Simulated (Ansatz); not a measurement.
Born–Oppenheimer molecular dynamics of CH7FGe (10 atoms, charge 0, multiplicity 1). It starts at the highest image of a converged band. Of that band: Neighbouring images differ by up to 1.9 eV, so the band resolves the path poorly. A vibrational analysis at the climbing image gives one clearly imaginary mode, 1159i cm⁻¹: a first-order saddle point.

Theory: RKS B3LYP/def2-SVP in Ansatz 0.2.0.

```
ensemble                      : NVE (velocity Verlet)
time step                     : 0.5 fs
steps asked                   : 200
starting velocities drawn for : 100 K
seed                          : 2475
```

First frame:

```xyz
10
Properties=species:S:1:pos:R:3
Ge 0.023 -0.261 -0.034
C 0.063 -0.029 2.279
H -1.022 0.039 2.435
H 0.493 -0.539 3.163
H 0.508 0.974 2.241
H 1.351 0.128 -0.699
H -0.833 1.041 0.068
H -0.874 -1.284 -0.752
F 0.963 -1.911 0.841
H 0.574 -1.078 1.636
```

(1) What does the run give?

(2) What happens to the structure?

(3) How do temperature and energy run in time?

Results:

(1) The run went to its last step.

```json
{"steps done": "200", "time covered": "100 fs", "mean temperature over the second half": "1486 K", "spread of the potential energy over the second half": "10.5 meV per atom", "mean potential energy of the second half above the start": "-143.3 meV per atom"}
```

The conserved energy stayed within 0.067 meV per atom of its start (net change -0.035 meV per atom), so the integration is sound. The kinetic energy rose, since the run started high on the potential surface and went downhill. It ends in pieces (CH6Ge + FH), so much of that is their flight and rotation, not heat. A run of 0.1 ps of so small a system gives no equilibrium averages. The orbitals stay closed-shell, which can raise the energy where a bond breaks towards radicals; this wasn't checked here.

(2) Between its relaxed ends the band would form Ge1–F9, C2–H10 and break Ge1–C2, F9–H10. These pairs go: Ge1–F9 2.09 → 4.82 Å, C2–H10 1.33 → 5.69 Å, Ge1–C2 2.33 → 1.87 Å, F9–H10 1.22 → 0.91 Å. In the last frame they stand as before the step (other bonds may differ from the relaxed reactants and products). It ends as CH6Ge + FH. Pairs count as bonded within 1.25 times the sum of covalent radii (0.12 Å more for H–H). This is one draw of velocities; another would differ in detail.

(3) 
```
time (fs)  T (K)  potential energy less start (eV)  conserved less start (meV/atom)
        0    100                             0.000                             0.00
        3     69                             0.033                             0.03
        6     59                             0.043                             0.02
        9     79                             0.022                             0.04
       12    157                            -0.059                             0.02
       15    245                            -0.150                             0.03
       18    380                            -0.290                             0.01
       21    544                            -0.459                             0.02
       24    719                            -0.640                             0.03
       27    914                            -0.842                            -0.04
       30   1054                            -0.986                             0.01
       33   1196                            -1.132                             0.04
       36   1328                            -1.270                            -0.01
       39   1400                            -1.345                            -0.04
       42   1390                            -1.333                             0.00
       45   1322                            -1.263                             0.05
       48   1340                            -1.282                            -0.02
       51   1408                            -1.353                            -0.01
       54   1524                            -1.472                             0.03
       57   1639                            -1.592                             0.00
       60   1667                            -1.621                            -0.03
       63   1621                            -1.573                            -0.01
       66   1533                            -1.481                             0.06
       69   1465                            -1.412                             0.00
       72   1398                            -1.342                            -0.01
       75   1349                            -1.292                             0.01
       78   1321                            -1.262                             0.05
       81   1364                            -1.307                            -0.01
       84   1413                            -1.359                            -0.04
       87   1426                            -1.371                             0.04
       90   1494                            -1.442                             0.02
       93   1547                            -1.496                            -0.01
       96   1575                            -1.525                            -0.03
       99   1513                            -1.460                             0.03
```

The run took 5.6 min on 2 threads of Arm Neoverse V2, with other jobs on the host, peak memory 0.2 GiB.
